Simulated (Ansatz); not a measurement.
Reaction (ligand exchange at a B–N bond): `BN([SiH3])C=C` + `C=N` → `BN=C` + `C=CN[SiH3]`

Calculated with Ansatz (gas phase, PBE0-D4/def2-TZVP geometries, no zero-point term in ΔE). CCSD(T)/CBS is the MP2 limit (def2-TZVPP, def2-QZVPP) plus CCSD(T) − MP2 in def2-TZVPP, frozen cores. This one scheme is used for every species. Functionals use def2-TZVPP. One conformer a species, not always the lowest.

```json
{"level": "B97M-V", "ΔE (eV)": "0.01"}
{"level": "r2SCAN0-D4", "ΔE (eV)": "0.04"}
```

Task: What does CCSD(T)/CBS give? (Best estimate.)

Result: The calculation gave: +0.21 eV. The listed levels differ from it by -0.20, -0.17 eV.

Largest T1 diagnostic among the species: 0.016.

From BLYP to BHLYP (50 % exact exchange), in def2-TZVPP and without D4, ΔE moves by +0.19 eV. The D4 term adds +0.08 eV with B3LYP and +0.04 eV with PBE0; it sums over pairs of atoms, weighted by their polarisabilities, and B3LYP, whose exchange is more repulsive, gets the larger term.

B3LYP here is the variant with VWN-RPA as its local correlation; programs differ in this.
